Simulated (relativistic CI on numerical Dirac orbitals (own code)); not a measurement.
**Sensitivity of the levels of Yb LVII to α and to the nuclear radius**

Calculated at this level of theory: Dirac-Coulomb-Breit CI, orbitals from a KLI potential per configuration, derivatives by finite differences, unscaled Slater integrals, QED left out (own radial code, finite nucleus).

CI space (outside the closed core [Ne]): 3s2.3p2, 3s2.3p.3d, 3s.3p3, 3s2.3d2, 3p4, 3s.3p2.3d, 3p2.3d2, 3s.3p.3d2. Levels of other configurations are missing.

With x = (α/α₀)² − 1 an excitation energy changes as ω = ω₀ + qx; K = 2q/ω₀ is the relative enhancement. Terms are leading LS components, so labels can repeat. The field-shift factor is F = δν/δ⟨r²⟩ for the transition from the lowest level.

Lowest level 3s2.3p2 3P_0.

```csv
Level,ω₀ (cm⁻¹),q (cm⁻¹),F (GHz/fm²)
3s2.3p2 3P_1,2133999,2.646e+06,-283
3s2.3p2 1D_2,2206591,2.644e+06,-285
3s.3p3 3P°_2,3413101,2.933e+06,-5070
3s.3p3 3D°_1,3634787,2.902e+06,-4320
3s2.3p.3d 3F°_2,3812827,2.714e+06,-280
3s2.3p.3d 3D°_1,4151773,2.805e+06,-1190
3s2.3p2 3P_2,4394368,5.298e+06,-615
3s2.3p.3d 3P°_2,4460082,3.279e+06,-435
3s2.3p.3d 3F°_3,4468008,3.277e+06,-284
3s2.3p2 1S_0,4550216,5.303e+06,-615
3s.3p2.3d 3D_1,5107617,3.025e+06,-5180
3s.3p2.3d 3D_2,5162467,3.038e+06,-5200
3s.3p3 3D°_2,5494556,5.507e+06,-5250
```

At this charge energies of transitions that change n are usually good to better than 1 %, and those within a shell (Δn = 0) to a few per cent.

(1) Which transition from the lowest level has the largest |K|?

Answers

(1) 3s2.3p2 3P_1 at 2133999 cm⁻¹, K = 2.48.
